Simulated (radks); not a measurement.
Results of a calculation; reference values are marked as such.
Initial-state core-level shifts of the cobalt ion Co+ when its valence configuration changes from [Ar] 3d8. Code: a radial shooting solver on a logarithmic mesh with Libxc functionals. Model: non-relativistic Kohn-Sham, TPSS, spin-polarised, spherical densities, point nucleus; open shells are filled with parallel spins first; meta-GGA in the generalised Kohn-Sham scheme. Shifts are changes of the shell-averaged eigenvalues in eV (positive: less bound); the change of the density at the nucleus, which sets a Mossbauer isomer shift, is in e/bohr^3, on a base of 1.337e+04.

| valence | 1s | 2s | 2p | 3p | density at nucleus |
|---|---|---|---|---|---|
| 3d7.5 4p0.5 | -3.394 | -3.644 | -3.618 | -3.369 | +0.489 |
| 3d7.5 4s0.5 | -2.638 | -2.948 | -2.918 | -2.602 | +3.524 |
| 3d7 4p1 | -7.092 | -7.662 | -7.605 | -6.960 | +1.170 |
| 3d7 4s1 | -5.606 | -6.278 | -6.215 | -5.462 | +7.693 |
| 3d6 4s2 | -12.695 | -14.168 | -14.037 | -12.083 | +16.964 |
| 3d4 4s2 4p2 | -33.303 | -37.117 | -36.795 | -30.156 | +28.204 |
| 3d6.5 4s1 4p0.5 | -9.607 | -10.650 | -10.552 | -9.269 | +9.089 |
| 3d5.5 4s1 4p1.5 | -18.341 | -20.300 | -20.126 | -17.272 | +12.539 |
| 3d4 4s1 4p3 | -33.964 | -37.810 | -37.479 | -30.805 | +19.300 |
